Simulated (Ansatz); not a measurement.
Ideal-gas functions of C$_{2}$H$_{2}$FGe (`C#[C][GeH][F]`) radical at 800 K and 1 bar, from an Ansatz frequency run at PBE0-D4/def2-TZVP.

Molar mass 117.65 g/mol, point group C1 (symmetry number 1), electronic degeneracy 2, moments of inertia 38.334, 166.071, 201.259 u Å². Harmonic wavenumbers (cm⁻¹, unscaled): 125, 213, 311, 519, 619, 674, 697, 712, 744, 2084, 2130, 3461.

Use S(trans) = R[1.5 ln M + 2.5 ln T − 1.1517]; rotational temperatures θ = 24.2544 K / I; S(rot) = R[ln(√π/σ · √(T³/θAθBθC)) + 1.5]; for each mode x = 1.438777 ν̃/T, S = R[x/(eˣ − 1) − ln(1 − e⁻ˣ)] and H = RT x/(eˣ − 1); 1 cm⁻¹ = 0.0119627 kJ/mol; R = 8.31446 J/(mol·K).

Task: By hand: the entropy, in J/(mol·K).

Result: Translation 188.8. Rotation: θ = 0.6327, 0.146, 0.1205 K, giving 119.3. Vibration, mode by mode: 20.74, 16.34, 13.25, 9.18, 7.84, 7.21, 6.96, 6.80, 6.49, 0.95, 0.89, 0.12, in all 96.8. Electronic 5.8. Sum 410.7 J/(mol·K).

Task: By hand: H − E and G − E in kJ/mol, counted from the electronic energy.

Result: Zero-point energy ½ × 12289 × 0.0119627 = 73.5; thermal vibration 38.4; translation, rotation and pV give 4 RT = 26.6. H − E = 138.5 kJ/mol, and G − E = 138.5 − 800 × 410.7/1000 = -190.1 kJ/mol.

Vibration gives 24 % of the entropy, 20.7 J/(mol·K) of it from the mode under 150 cm⁻¹: soft modes count most, and the harmonic formula is weakest for them. The sum counts one conformer and one mirror image; others add a mixing term.
